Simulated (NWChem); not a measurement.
Species: CH₂FNOSi; SMILES O=C=N[SiH2]F

```xyz
7

Si    -0.4432    -1.1903    -0.0013
F      1.0156    -1.9221    -0.0021
N     -0.2121     0.5118    -0.0042
C      0.0199     1.7000    -0.0005
O      0.2336     2.8602     0.0022
H     -1.1632    -1.5794     1.2482
H     -1.1666    -1.5829    -1.2479
```
Atoms are numbered in this order, from 1.

Program: NWChem. Pople sets run with spherical d functions. All runs use the structure optimised with PBE-D3(BJ)/def2-SVP. Atomic charges in e: unrestrained fits to the electrostatic potential beside Mulliken populations; buried atoms are poorly determined by the fit.

What does the run give for Hartree-Fock/6-31G*? Quantities: ESP Si1; Mulliken Si1; ESP F2; Mulliken F2; ESP N3; Mulliken N3; ESP C4; Mulliken C4; ESP O5; Mulliken O5; relative RMS misfit of the potential (%).


- ESP Si1 = 0.96
- Mulliken Si1 = 1.23
- ESP F2 = -0.35
- Mulliken F2 = -0.54
- ESP N3 = -0.64
- Mulliken N3 = -0.73
- ESP C4 = 0.80
- Mulliken C4 = 0.84
- ESP O5 = -0.46
- Mulliken O5 = -0.49
- relative RMS misfit of the potential (%) = 21
